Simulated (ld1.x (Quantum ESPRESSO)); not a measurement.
## lanthanum (La): one change to a TM semilocal potential, before and after

ld1.x (Quantum ESPRESSO) 7.5 input, shortened:

```
&input
   title='La', zed=57., rel=1, dft='PBESOL', iswitch=3,
   config='[Xe] 4f0 5d1 6s2 6p0'
 /
 &inputp
   pseudotype=1, tm=.true., lloc=2,
   nlcc=.false.
 /
4
6S  1  0   2.00   0.00  3.05  3.05  0.0
6P  2  1   0.00   0.00  3.30  3.30  0.0
4F  4  3   0.00   0.00  0.85  0.85  0.0
5D  3  2   1.00   0.00  4.00  4.00  0.0
 &test
   configts(1)='4f0 5d1 6s2 6p0'
 /
```

All-electron outer shells of the reference configuration (PBEsol, scalar-relativistic, ld1.x):

```
shell  level (eV)  outermost node (bohr)  outermost maximum (bohr)
   5s      -38.95                   0.77                      1.41
   5p      -22.40                   0.83                      1.58
   4f       -4.39                      –                      0.75
   6s       -3.70                   1.86                      3.79
   5d       -3.10                   0.95                      2.21
   6p       -1.34                   2.21                      4.93
```

Change: wave 5d (bound): rc 4.00 bohr becomes 5d (bound): rc 4.32 bohr.

Cutoffs: the cutoffs (Ry, on a coarse ladder) from which the occupation-weighted sum of valence levels, in a spherical-Bessel basis at the reference potential, stays within 10 and 1 mRy of its value at 400 Ry; they do not see the model core or the augmentation charge, which bear on the density cutoff. Errors are all-electron minus pseudo energies relative to the spin-unpolarised reference configuration.

**Question.** What does the change do?

**Answer.** The potential gets softer (10 Ry and 15 Ry → 8 Ry and 15 Ry); of the 7 tests that both files solve, the error grows in 0 and shrinks in 1 by more than 15 % and 0.3 meV (median size 23.7 → 19.4 meV); neither file shows a bound ghost. A larger radius leaves more room for a smooth pseudo-wave, so fewer plane waves are needed. A semilocal file is local in each channel, so a ghost entry of none says nothing of the separable form that plane-wave codes build from it.

| quantity | base | changed |
| --- | --- | --- |
| cutoff, loose | 10 Ry | 8 Ry |
| cutoff, tight | 15 Ry | 15 Ry |
| bound ghosts | none | none |
| error for 4f0 5d1 6s1 6p0, meV [ΔE 6.00 eV] | -13 | -13 |
| error for 4f0 5d1 6s0 6p0, meV [ΔE 16.85 eV] | +24 | +18 |
| error for 4f0 5d1 6s1.5 6p0, meV [ΔE 2.42 eV] | -2.8 | -2.9 |
| error for 4f0 5d2 6s1 6p0, meV [ΔE 0.81 eV] | +56 | +63 |
| error for 4f0 5d2 6s0 6p0, meV [ΔE 6.05 eV] | +92 | +104 |
| error for 4f0 5d0 6s2 6p0, meV [ΔE 6.40 eV] | +196 | +205 |
| error for 4f0 5d1.5 6s1.5 6p0, meV [ΔE 0.35 eV] | +17 | +19 |

Base: The cutoffs count occupied waves only; the empty 4f level needs 300 Ry at the loose tolerance. Changed file: The cutoffs count occupied waves only; the empty 4f level needs 300 Ry at the loose tolerance.
